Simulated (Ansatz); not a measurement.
Relaxation of BrGeH5 (7 atoms, charge 0, multiplicity 1), to a largest force component of 0.03 eV/Å in at most 50 steps.

Method: RHF/def2-SVP in Ansatz 0.2.0.

```xyz
7
Properties=species:S:1:pos:R:3:forces:R:3
Ge 0.221 0.000 -0.090 0.31 0.00 -0.01
H 0.126 0.000 1.453 0.24 0.00 -0.21
H 1.704 0.000 -0.480 0.01 0.00 -0.01
H -0.458 1.257 -0.630 -0.01 0.02 0.00
H -0.458 -1.257 -0.630 -0.01 -0.02 0.00
Br -3.018 0.000 1.507 1.41 0.00 0.85
H -1.639 0.000 2.065 -1.97 0.00 -0.61
```

**Question.** Where does it end, and by what steps?

**Answer.** The run converged. The force dipped under the threshold on the way, but the program's further checks kept it going. After 16 steps the energy has fallen by 0.265 eV; H7 moved furthest, 1.26 Å.

```
step  energy less start (eV)  largest force component (eV/Å)  accepted
   0                  0.0000                           1.968       yes
   1                 -0.1873                           0.267       yes
   2                 -0.2336                           0.347       yes
   3                 -0.2545                           0.090       yes
   4                 -0.2591                           0.036       yes
   5                 -0.2612                           0.055       yes
   6                 -0.2580                           0.427        no
   7                 -0.2625                           0.019       yes
   8                 -0.2630                           0.150       yes
   9                 -0.2643                           0.021       yes
  10                 -0.2640                           0.165        no
  11                 -0.2646                           0.042       yes
  12                 -0.2640                           0.182        no
  13                 -0.2649                           0.022       yes
  14                 -0.2650                           0.047       yes
  15                 -0.2651                           0.037       yes
  16                 -0.2652                           0.017       yes
```

```xyz
7
Properties=species:S:1:pos:R:3
Ge 0.510 0.000 -0.288
H 0.496 0.000 1.246
H 1.964 0.000 -0.777
H -0.202 1.254 -0.807
H -0.202 -1.254 -0.807
Br -3.477 0.000 1.760
H -2.610 0.000 2.870
```

Whether the end is a true minimum wasn't checked by a vibrational analysis.

The run took 35 s on 1 thread of Arm Neoverse V2, on a shared host, peak memory 0.18 GiB.
